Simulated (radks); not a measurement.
The numbers below are computed, except where a source is named.
Removal energies from the argon ion Ar4+, [Ne] 3s2 3p2, by Delta-SCF beside the eigenvalue of the level emptied. Code: a radial shooting solver on a logarithmic mesh with Libxc functionals. Model: scalar-relativistic Kohn-Sham, LDA (Slater exchange, Perdew-Wang correlation), spin-polarised, spherical densities, finite nucleus; Fermi nuclear charge, rms radius of each element as measured or else 0.836 A^(1/3) + 0.57 fm. Open shells are filled with parallel spins first.

| removed from | final configuration | Delta-SCF (eV) | -eigenvalue (eV) |
|---|---|---|---|
| 3p | [Ne] 3s2 3p1 | 74.866 | 66.875 |
| 3s | [Ne] 3s1 3p2 | 87.155 | 79.656 |
| 2p | [He] 2s2 2p5 3s2 3p2 | 321.54 | 297.55 |
| 2s | [He] 2s1 2p6 3s2 3p2 | 385.08 | 363.36 |
